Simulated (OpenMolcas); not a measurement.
A calculation on Ag3+.

| Property | Result |
| --- | --- |
| Program | OpenMolcas |
| Method | SS-CASPT2, IPEA 0.25 Eh, imaginary shift 0.1 Eh (closed shells correlated: 4s 4p) |
| Basis | ANO-RCC-VQZP [8s7p5d3f2g1h] |
| Scalar Hamiltonian | DKH2, point nucleus |
| Active space | 8 electrons in 10 orbitals (4d 5d) |
| State averaging | 2S+1 = 3 even, 10 roots; 2S+1 = 1 even, 15 roots |
| Spin-orbit coupling | state interaction with AMFI integrals over the reference wave functions, term energies averaged over their components |

Task: Which level of the active space comes out lowest?

Result: 4d8 3F4, with 99 % of that term; it is also the measured ground level.

Task: How high does 4d8 3P0 lie?

Result: 2.061 eV above the lowest level; measured 1.9952 eV above the ground level, so the calculation is off by +3 %.

Task: How high does 4d8 3F3 lie?

Result: 0.504 eV above the lowest level; measured 0.5173 eV above the ground level, so the calculation is off by -3 %.

Task: How high does 4d8 1S0 lie?

Result: 5.977 eV above the lowest level; measured 5.8444 eV above the ground level, so the calculation is off by +2 %.

Task: The level at 2.163 eV has J = 2. What is it made of, and what is its g factor?

Result: 50 % 4d8 1D2, 46 % 4d8 3P, 4 % 4d8 3F; g = 1.216, against 1.000 from Landé's formula for the pure leading term.

Measured values: the list in Gamrath, thesis, University of Mons (2023).

CASPT2 breaks the degeneracy within a term, and the mean is taken; among the terms shown or strongly mixed into the levels shown the widest spread is 270 cm-1 (4d8 3F). Active for correlation alone: 5d; no level in the range computed is led by a configuration that fills it, so any true level of that kind is missing. Computed and measured levels are paired by configuration, term and J; levels that our copy of the source lacks, or whose pairing is in doubt (as where it misses far off the trend of its configuration), stay unpaired and out of the deviations. Only configurations of the active space appear.
